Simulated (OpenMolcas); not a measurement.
# Ionisation energies of arsenic

```
Program             : OpenMolcas
Basis               : ANO-RCC-VDZP [5s4p2d]
Scalar Hamiltonian  : DKH2, point nucleus
Spin-orbit coupling : state interaction with AMFI integrals over the reference wave functions, term energies averaged over their components
```

Active shells in each charge state: the valence s, p shells, with orbitals averaged over the low states. Where CASPT2's correlated closed shells are named, they are those of the first ion.

A. CASSCF
B. SS-CASPT2, IPEA 0.25 Eh, imaginary shift 0.1 Eh (closed shells correlated: 3s 3p 3d)

Energies in eV between the lowest computed levels (charge -1 gives the electron affinity), named as in B; reference values from the NIST Atomic Spectra Database with their kind.

| From | To | A | B | Spin-orbit share in B | Reference |
| --- | --- | --- | --- | --- | --- |
| As- 4s² 4p⁴ ³P₂ | As 4s² 4p³ ⁴S°_3/2 | -0.433 | 0.208 | +0.056 |  |
| As 4s² 4p³ ⁴S°_3/2 | As+ 4s² 4p² ³P₀ | 9.013 | 9.545 | -0.196 | 9.789 (measured) |
| As+ 4s² 4p² ³P₀ | As2+ 4s² 4p ²P°_1/2 | 17.735 | 18.230 | +0.004 | 18.589 (measured) |
| As2+ 4s² 4p ²P°_1/2 | As3+ 4s² ¹S₀ | 27.242 | 27.743 | +0.201 | 28.349 (measured) |
| As3+ 4s² ¹S₀ | As4+ 4s ²S_1/2 | 48.839 | 48.933 | +0.000 | 50.150 (measured) |
| As4+ 4s ²S_1/2 | As5+ 3d¹⁰ ¹S₀ | 61.701 | 61.768 | +0.000 | 62.770 (measured) |

Error against the reference values, in %:

| From | Reference | A | B |
| --- | --- | --- | --- |
| As | measured | -7.9 | -2.5 |
| As+ | measured | -4.6 | -1.9 |
| As2+ | measured | -3.9 | -2.1 |
| As3+ | measured | -2.6 | -2.4 |
| As4+ | measured | -1.7 | -1.6 |

Mean absolute error over the 5 measured values: A 1.02 eV, B 0.69 eV. B lies closest.

No diffuse functions were added, so the electron affinity comes out too small, and without dynamic correlation a bound anion can come out unbound.

° marks odd parity.
